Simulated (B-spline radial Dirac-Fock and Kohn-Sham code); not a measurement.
## Form factor and incoherent scattering function of Ce

System: atomic cerium, [Xe] 4f2 5d1 6s1 (not the ground configuration).

Input of the calculation (task.json; shells as n, l, electrons):

```json
{"items": [{
  "Z": 58,
  "q": 0,
  "cfg": [[1, 0, 2], [2, 0, 2], [2, 1, 6], [3, 0, 2], [3, 1, 6], [3, 2, 10], [4, 0, 2], [4, 1, 6], [4, 2, 10], [4, 3, 2], [5, 0, 2], [5, 1, 6], [5, 2, 1], [6, 0, 1]],
  "A": 140,
  "rrms": 4.8771,
  "do": ["scatter"],
  "s": [0.0, 0.05, 0.1, 0.15, 0.2, 0.25, 0.3, 0.35, 0.4, 0.45, 0.5, 0.6, 0.7, 0.8, 0.9, 1.0, 1.1, 1.2, 1.4, 1.6, 1.8, 2.0, 2.5, 3.0, 3.5, 4.0, 5.0, 6.0],
  "pz": [0, 0.1, 0.2, 0.3, 0.4, 0.5, 0.6, 0.8, 1.0, 1.2, 1.4, 1.6, 1.8, 2.0, 2.5, 3.0, 4.0, 5.0, 7.0, 10.0, 15.0, 20.0, 30.0, 40.0, 60.0, 100.0],
  "hv_scatter": [1000, 2000, 17479.3, 20000, 30000, 100000, 200000, 1000000]
}]}
```

Launch: `python xray_run.py task.json out`

Calculated with a B-spline atomic structure program, using Dirac-Fock densities. f₀ is the Fourier transform of the spherical electron density, S the Waller-Hartree incoherent function, and s = sin θ/λ. The electron scattering factor follows from the Mott-Bethe formula f_e = 0.023934 Å⁻¹·(Z − f₀)/s².

```
s (Å⁻¹)      f₀       S  f_e (Å)
      0  58.000   0.000        –
   0.05  56.508   1.893   14.282
    0.1  53.407   4.663   10.993
   0.15  49.997   7.362    8.513
    0.2  46.552   9.947    6.850
   0.25  43.256  12.356    5.646
    0.3  40.258  14.601    4.718
   0.35  37.600  16.636    3.986
    0.4  35.246  18.433    3.404
   0.45  33.134  20.019    2.939
    0.5  31.209  21.452    2.565
    0.6  27.786  24.057    2.009
    0.7  24.859  26.471    1.619
    0.8  22.417  28.735    1.331
    0.9  20.439  30.846    1.110
      1  18.855  32.786    0.937
    1.1  17.569  34.538    0.800
    1.2  16.485  36.091    0.690
    1.4  14.630  38.654    0.530
    1.6  12.931  40.674    0.421
    1.8  11.320  42.349    0.345
      2   9.852  43.797    0.288
    2.5   7.134  46.728    0.195
      3   5.682  48.938    0.139
    3.5   4.905  50.637    0.104
      4   4.350  51.969    0.080
      5   3.348  53.859    0.052
      6   2.504  55.033    0.037
```

f₀ starts at the number of electrons, 58, and has fallen to half at s ≈ 0.56 Å⁻¹. The sum of ⟨r²⟩ over the electrons is 91.62 bohr². It fixes the forward electron scattering factor, f_e(0) = (a₀/3)Σ⟨r²⟩ = 16.160 Å.
